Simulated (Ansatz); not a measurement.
A nudged elastic band was laid between two geometries of FH + GaH3O2S (9 atoms, charge 0, multiplicity 1).

Theory: RKS BHLYP-D4/def2-SVP in Ansatz 0.2.0.

```json
{"movable images": "7", "climbing image": "yes", "spring": "5.0 eV/Å²", "optimiser": "quadratic models (default)", "start path": "through a guess of the saddle point", "force threshold": "0.03 eV/Å", "iteration limit": "60", "end points": "relaxed"}
```

First end point:

```xyz
9
Properties=species:S:1:pos:R:3
Ga 0.355 -0.119 0.216
S 0.375 1.438 -1.393
O -0.104 0.473 1.815
O 1.146 -1.691 0.053
H -1.578 0.145 -1.230
F -1.675 -0.580 -0.647
H 0.004 2.411 -0.544
H -0.042 -0.160 2.526
H 1.518 -1.918 -0.795
```

Last end point:

```xyz
9
Properties=species:S:1:pos:R:3
Ga -0.024 -0.586 0.254
S 0.070 1.468 -1.323
O -0.199 0.448 1.689
O 1.424 -1.585 0.045
H -1.197 1.221 -1.696
F -1.500 -1.125 -0.533
H -0.284 2.228 -0.272
H 0.357 0.220 2.430
H 1.352 -2.290 -0.594
```

Which bonds break or form, and what moves?

Bonds broken: H5–F6. Bonds formed: S2–H5. FH + GaH3O2S becomes FGaH4O2S.

Give the energies along the band, and the barrier.

The forces met the threshold. The highest image is number 4 of 0 to 8, 9.0 kcal/mol above the first end and 13.2 kcal/mol above the last; the last end lies 4.2 kcal/mol below the first. A vibrational analysis at the climbing image gives one clearly imaginary mode, 1019i cm⁻¹: a first-order saddle point. The orbitals stay closed-shell, which can raise the energy where a bond breaks towards radicals; this wasn't checked here.

```json
{"image": "0", "path coordinate (Å)": "0.00", "energy (kcal/mol)": "0.0", "H5–F6 (Å)": "0.94", "S2–H5 (Å)": "2.35"}
{"image": "1", "path coordinate (Å)": "0.28", "energy (kcal/mol)": "0.2", "H5–F6 (Å)": "0.94", "S2–H5 (Å)": "2.28"}
{"image": "2", "path coordinate (Å)": "0.56", "energy (kcal/mol)": "0.9", "H5–F6 (Å)": "0.95", "S2–H5 (Å)": "2.14"}
{"image": "3", "path coordinate (Å)": "0.84", "energy (kcal/mol)": "4.0", "H5–F6 (Å)": "1.00", "S2–H5 (Å)": "1.88"}
{"image": "4", "path coordinate (Å)": "1.12", "energy (kcal/mol)": "9.0", "H5–F6 (Å)": "1.22", "S2–H5 (Å)": "1.59"}
{"image": "5", "path coordinate (Å)": "1.47", "energy (kcal/mol)": "1.9", "H5–F6 (Å)": "1.65", "S2–H5 (Å)": "1.39"}
{"image": "6", "path coordinate (Å)": "1.82", "energy (kcal/mol)": "-2.6", "H5–F6 (Å)": "2.06", "S2–H5 (Å)": "1.35"}
{"image": "7", "path coordinate (Å)": "2.18", "energy (kcal/mol)": "-4.0", "H5–F6 (Å)": "2.42", "S2–H5 (Å)": "1.34"}
{"image": "8", "path coordinate (Å)": "2.53", "energy (kcal/mol)": "-4.2", "H5–F6 (Å)": "2.64", "S2–H5 (Å)": "1.34"}
```

What is the geometry of the highest image?


```xyz
9
Properties=species:S:1:pos:R:3:forces:R:3
Ga 0.196 -0.285 0.251 0.00 0.01 0.00
S 0.152 1.459 -1.386 0.00 0.00 0.00
O -0.139 0.459 1.817 0.00 -0.01 0.00
O 1.288 -1.655 0.046 0.00 0.00 0.00
H -1.062 0.437 -1.309 0.00 0.00 0.00
F -1.445 -0.563 -0.730 0.00 0.00 0.00
H -0.365 2.334 -0.508 0.00 0.00 0.00
H 0.140 -0.034 2.584 0.00 0.00 0.00
H 1.235 -2.152 -0.765 0.00 0.00 0.00
```

What are the harmonic wavenumbers there?

1019i, 103, 135, 173, 201, 211, 225, 304, 426, 446, 582, 600, 714, 763, 800, 819, 1210, 1475, 2771, 4033, 4044 cm⁻¹.

Run time: 5.7 min on 2 threads of Arm Neoverse V1, with other jobs on the host, peak memory 0.29 GiB.
